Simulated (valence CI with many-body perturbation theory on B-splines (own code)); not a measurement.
**Forbidden lines of Tc¹⁰⁺**

Calculated by configuration interaction combined with many-body perturbation theory (CI+MBPT): five valence electrons over a frozen Dirac-Fock core [Ar] 3d10, a basis of 9 s, 9 p, 8 d, 6 f, 3 g, 1 h functions for each j, with the one-electron correlation potential Σ1, the two-electron term Σ2, the three-electron term Σ3, Breit, model QED; selected CI, second order for the rest, scaled by the run's own slope (own B-spline code, finite nucleus).

No measured spectrum was set against this ion. As an estimate, levels hold to about 250 cm⁻¹ or 0.2 % of their energy and the worst to 1 %, as in measured heavy ions of charge 2 to 7; those with d or f electrons hold less well. Among the levels kept, up to 650 cm⁻¹ of a level comes from second order outside the variational space, and about a tenth of that is noise between levels of different J, which matters for small intervals.

Lines 1 to 21 of 21 in falling wavelength, among levels below 609130 cm⁻¹, chosen from the decays that carry over 1 % of a level's rate. Wavelengths and rates use the calculated energies, so an error of 700 cm⁻¹ moves a line at 5407 Å by 3.8 % and its rate by three times that or more. Electric multipoles are in the length gauge, E1 and E2 with the static RPA response of the core. Weak lines are less certain than strong ones. Lines between different terms over intervals too small for the method are left out, as are lines whose strength nearly cancels. Branching is blank where the lifetime is uncertain.

Names give the largest LS component (configuration and term), which can be under half, so a name can repeat, a term be missing and a line seem to break the LS rules; names also repeat where a configuration has a term twice. Letters in brackets count levels of one name in rising energy.

| λ vac (Å) | Upper | Lower | Type | A (s⁻¹) | Branch % |
| --- | --- | --- | --- | --- | --- |
| 9824 | 4s²4p³ ²D°_5/2 | 4s²4p³ ²D°_3/2 | M1 | 8.22e+00 | 19.3 |
| 9315 | 4s²4p²4d ⁴F_9/2 | 4s²4p²4d ⁴F_7/2 | M1 | 2.62e+01 |  |
| 5407 | 4s²4p²4d ²G_9/2 | 4s²4p²4d ⁴D_7/2 | M1 | 2.53e+01 | 3.5 |
| 5273 | 4s²4p³ ²P°_3/2 | 4s²4p³ ²P°_1/2 | M1 | 4.37e+01 | 2.6 |
| 3398 | 4s²4p³ ²D°_3/2 | 4s²4p³ ⁴S°_3/2 | M1 | 2.70e+02 | 99.9 |
| 3205 | 4s²4p³ ²P°_1/2 | 4s²4p³ ²D°_3/2 | M1 | 7.76e+01 | 11.4 |
| 2525 | 4s²4p³ ²D°_5/2 | 4s²4p³ ⁴S°_3/2 | M1 | 3.33e+01 | 78.0 |
| 2525 | 4s²4p³ ²D°_5/2 | 4s²4p³ ⁴S°_3/2 | E2 | 1.14e+00 | 2.7 |
| 2501 | 4s²4p³ ²P°_3/2 | 4s²4p³ ²D°_5/2 | M1 | 2.40e+02 | 14.2 |
| 2463 | 4s²4p²4d ²G_9/2 | 4s²4p²4d ⁴F_9/2 | M1 | 2.84e+02 | 39.3 |
| 2232 | 4s²4p²4d ²G_9/2 | 4s²4p²4d ²F_7/2 [a] | M1 | 7.29e+00 | 1.0 |
| 1993 | 4s²4p³ ²P°_3/2 | 4s²4p³ ²D°_3/2 | M1 | 9.89e+02 | 58.8 |
| 1948 | 4s²4p²4d ²G_9/2 | 4s²4p²4d ⁴F_7/2 | M1 | 2.51e+02 | 34.8 |
| 1649 | 4s²4p³ ²P°_1/2 | 4s²4p³ ⁴S°_3/2 | M1 | 5.97e+02 | 87.7 |
| 1256 | 4s²4p³ ²P°_3/2 | 4s²4p³ ⁴S°_3/2 | M1 | 3.97e+02 | 23.6 |
| 944.5 | 4s²4p²4d ⁴F_9/2 | 4s4p⁴ ²D_5/2 | E2 | 5.01e+00 |  |
| 682.7 | 4s²4p²4d ²G_9/2 | 4s4p⁴ ²D_5/2 | E2 | 4.08e+01 | 5.7 |
| 593.8 | 4s²4p²4d ⁴F_9/2 | 4s4p⁴ ⁴P_5/2 | E2 | 8.94e+01 |  |
| 478.4 | 4s²4p²4d ²G_9/2 | 4s4p⁴ ⁴P_5/2 | E2 | 1.03e+02 | 14.3 |
| 268.3 | 4s²4p²4d ⁴F_9/2 | 4s²4p³ ²D°_5/2 | M2 | 7.61e+01 |  |
| 242.6 | 4s²4p²4d ⁴F_9/2 | 4s²4p³ ⁴S°_3/2 | E3 | 3.42e+00 |  |
